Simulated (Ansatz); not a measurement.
Two isomers of CH8BFSi2: A = `CB[SiH2][SiH2]F`, B = `FB([SiH3])C[SiH3]`.

Program: Ansatz. Geometries: PBE0-D4/def2-TZVP. ΔE: electronic, gas phase. CCSD(T)/CBS adds triple-zeta CCSD(T) − MP2 to the extrapolated MP2 energy (def2 sets, frozen cores). Functionals use def2-TZVPP. B3LYP here is the variant with VWN-RPA as its local correlation; programs differ in this. One conformer a species, not always the lowest.

Problem. Which isomer does CCSD(T)/CBS put lower? Give the gap. (An estimate is asked.)

Solution. The calculation gave: B, by 6.1 kcal/mol.

Problem. Give E(B) − E(A) in kcal/mol with CCSD(T)/def2-TZVPP, BLYP-D4, ωB97M-V, B3LYP, r2SCAN-D4, CCSD/def2-TZVPP, CCSD(T)/def2-SVP. (Estimate.)

Solution. Ansatz gave: CCSD(T)/def2-TZVPP -7.5, BLYP-D4 -6.5, ωB97M-V -8.1, B3LYP -5.9, r2SCAN-D4 -6.0, CCSD/def2-TZVPP -7.1, CCSD(T)/def2-SVP -14.6. None reverses the order clearly.

Problem. Does the order hold for the free energy at 298.15 K (harmonic terms from PBE0-D4)? (Estimate.)

Solution. Ansatz gave: Yes: G(B) − G(A) = -7.0 kcal/mol, for one conformer each. Modes under 60 cm⁻¹, often nearly free rotors, make the harmonic entropy too high.

Largest T1 diagnostic: 0.013.

Leaving LDA and LC-ωPBE aside and taking each functional with its dispersion term where it has one, the values, not all of them listed here, spread over 3.0 kcal/mol, from ωB97M-V to B97M-V. LDA lies −3.0 kcal/mol from PBE without D4. In def2-TZVPP, CCSD(T) changes the Hartree–Fock value by −1.1 kcal/mol (the triples alone add −0.4 kcal/mol) and MP2 by −1.6 kcal/mol.
